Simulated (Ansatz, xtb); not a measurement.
## FGeHOSi: which of two structures lies lower

We compare X, a singlet given by its coordinates, with Y, a singlet given by its coordinates. Both are isolated molecules in the gas phase, relaxed with PBE0-D3(BJ)/def2-SVP.

X (Å):

```xyz
5

F     2.4043   -0.7744   -0.9374
Ge   -1.4848    0.0193   -0.6983
O     0.2317    0.3712   -0.3044
Si    1.8613    0.5972   -0.2208
H    -1.7829   -0.7138    0.7017
```

Close contacts (Å): F1–Si4 1.64, Ge2–O3 1.80, O3–Si4 1.65, Ge2–H5 1.61.

Y (Å):

| atom | x (Å) | y (Å) | z (Å) |
| --- | --- | --- | --- |
| F | 1.2205 | -0.1640 | -1.9716 |
| Ge | 1.9555 | -0.1953 | -0.3767 |
| O | 0.4869 | -0.6358 | 0.5235 |
| Si | -0.9384 | -1.2948 | 1.0769 |
| H | -1.6182 | 0.0356 | 1.4818 |

Close contacts (Å): F1–Ge2 1.76, Ge2–O3 1.78, O3–Si4 1.66, Si4–H5 1.55.

**Question.** Estimate E(Y) − E(X) at the level CCSD(T)/def2-TZVP.

**Answer.** Calculated at CCSD(T)/def2-TZVP: E(Y) − E(X) = +14.0 kcal/mol, so structure X lies lower.

Level by level:

```json
{"level": "PBE0-D3(BJ)/def2-SVP", "geometry": "PBE0-D3(BJ)/def2-SVP", "E(Y) − E(X) (kcal/mol)": "+11.6", "departure from the last row (kcal/mol)": "−2.4", "job, with rough time for the two": "optimisation, 56 s"}
{"level": "HF/def2-TZVP", "geometry": "PBE0-D3(BJ)/def2-SVP", "E(Y) − E(X) (kcal/mol)": "+14.7", "departure from the last row (kcal/mol)": "+0.7", "job, with rough time for the two": "part of the CCSD(T) run"}
{"level": "MP2/def2-TZVP", "geometry": "PBE0-D3(BJ)/def2-SVP", "E(Y) − E(X) (kcal/mol)": "+14.1", "departure from the last row (kcal/mol)": "+0.1", "job, with rough time for the two": "part of the CCSD(T) run"}
{"level": "CCSD(T)/def2-TZVP", "geometry": "PBE0-D3(BJ)/def2-SVP", "E(Y) − E(X) (kcal/mol)": "+14.0", "departure from the last row (kcal/mol)": "", "job, with rough time for the two": "single point, 92 s"}
```

The levels shown agree on the order. The largest departure from CCSD(T)/def2-TZVP is that of PBE0-D3(BJ)/def2-SVP, 2.4 kcal/mol. Levels run at GFN2-xTB geometries aren't shown.

With harmonic frequencies from PBE0-D3(BJ)/def2-SVP (ideal gas, rigid rotor, one conformer each, 298.15 K, 1 atm): on the last row, ΔE + ΔZPE = +14.0 kcal/mol. A mode under 50 cm⁻¹ makes harmonic enthalpies and free energies unreliable, so none is given.

The correlated steps freeze 16 core orbitals; the filled d shell of Ge is correlated, in a basis made for valence electrons. Run with Ansatz 0.2.0; the last row on 1 thread of Intel(R) Xeon(R) Platinum 8488C (Sapphire Rapids) on a shared host.
